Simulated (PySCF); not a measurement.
C₈H₈S₂Si, SMILES s1c([SiH2]c2sccc2)ccc1, singlet at its GFN2-xTB optimised geometry (Å):

```
19

C      1.4578    -2.4951     0.0000
C      2.8155    -2.4951     0.0000
S      3.4583    -0.9025     0.0000
C      1.8681    -0.2061    -0.0006
Si     1.6675     1.6565     0.0015
C     -0.1642     2.0421    -0.0509
C     -0.9126     2.7429     0.8483
C     -2.2700     2.8717     0.4864
C     -2.5462     2.2670    -0.6972
S     -1.1530     1.5336    -1.3831
C      0.9225    -1.1904    -0.0002
H      0.8601    -3.3893    -0.0010
H      3.4837    -3.3335    -0.0004
H      2.3357     2.2198    -1.1778
H      2.2152     2.2279     1.2363
H     -0.4959     3.1545     1.7504
H     -3.0037     3.3893     1.0786
H     -3.4837     2.2042    -1.2134
H     -0.1328    -0.9821    -0.0022
```

Level of theory: PBE0/def2-SVP in PySCF.

Map of the electrostatic potential (hartree/e), clipped to [-0.08, 0.12] on the plane z = 1.2 Å:

```
|...............................|
|...:::::.......................|
|.::::::::......................|
|.::::-==-::....................|
|::::-+@@#=-----::..............|
|:::-=@@@@@#%@@@+::::...........|
|::::=@@@@@@@@@@@=-:::::........|
|.:::-*@@@@@@@@@@+--=+#+:.......|
|..:::-+@@@@@@@@@*++#@@@+:......|
|......:=@@@@@@@%+*%@@@@#:......|
|........::-+@@*=+#@@@@@+:......|
|.....      ....:=#@@@@#=::.....|
|.....          .:+@@@%+-::.....|
|.....           .-+**+--::.....|
|.....           ..:---::::..   |
|......           ..:--:---:.   |
|.................. .:--=*+-.   |
|.................:...:-*%#=.   |
|................:-:..:=*%%=:. .|
|................:-:..:-=*+=:...|
|.................::...:---::...|
|..................::..:--:::...|
|.................::-:.:--:::...|
|.................:::...::::::..|
|................::......::::::.|
|...............:::......::::::.|
|...............:::......::::::.|
|...............:::......::::::.|
|................:.......:::::..|
|.........................:::...|
|...............................|
```
Scale: ten equal steps from -0.021 (start of ' ') to 0.120 (end of '@'), in the order ' .:-=+*#%@'; x runs from -5.50 to 5.50, y from -5.50 (bottom) to 5.50 (top).
